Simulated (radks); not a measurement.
Zr, configuration [Kr] 4d2 5s1 7d1 (not the ground configuration).

All-electron calculation, scalar-relativistic Kohn-Sham, BLYP, spin-polarised, spherical densities, point nucleus; open shells are filled with parallel spins first (spin-orbit coupling, left out, can overturn this in heavy ions). Program: a radial shooting solver on a logarithmic mesh with Libxc functionals.

Energy parts (hartree):
| part | energy |
|---|---|
| total | -3598.84532 |
| kinetic | 3700.60623 |
| electron-nucleus | -8657.32738 |
| Hartree | 1472.19080 |
| exchange-correlation | -114.31498 |

Orbitals (lengths in bohr, moments of r in powers of bohr; r(max) is where P^2 peaks):
| orbital | occ. | eigenvalue (hartree) | <r^4> | r(max) |
|---|---|---|---|---|
| 1s up | 1 | -655.3906 | 8.869e-06 | 0.02414 |
| 1s down | 1 | -655.3900 | 8.869e-06 | 0.02414 |
| 2s up | 1 | -90.97887 | 0.001674 | 0.1370 |
| 2s down | 1 | -90.97273 | 0.001674 | 0.1370 |
| 2p up | 3 | -81.16223 | 0.001201 | 0.1094 |
| 2p down | 3 | -81.15755 | 0.001201 | 0.1094 |
| 3s up | 1 | -15.06113 | 0.09071 | 0.4082 |
| 3s down | 1 | -15.05701 | 0.09066 | 0.4082 |
| 3p up | 3 | -11.86473 | 0.1022 | 0.4022 |
| 3p down | 3 | -11.86025 | 0.1021 | 0.4022 |
| 3d up | 5 | -6.61633 | 0.1220 | 0.3471 |
| 3d down | 5 | -6.60997 | 0.1216 | 0.3472 |
| 4s up | 1 | -2.21272 | 4.278 | 1.078 |
| 4s down | 1 | -2.17466 | 4.209 | 1.075 |
| 4p up | 3 | -1.40430 | 7.513 | 1.180 |
| 4p down | 3 | -1.36099 | 7.372 | 1.175 |
| 5s up | 1 | -0.34064 | 247.4 | 2.968 |
| 4d up | 2 | -0.33981 | 61.18 | 1.599 |
| 7d up | 1 | -0.01568 | 1238000 | 32.04 |

The highest occupied level is 7d up at -0.427 eV. Spin moment in Bohr magnetons: 4. Summed over all electrons, <r^2> = 1045 bohr^2, which gives a Langevin (diamagnetic) susceptibility term of -828 x 10^-6 cm^3/mol.

Empty levels of this run are not shown, since the potential may be unsettled where no density lies.
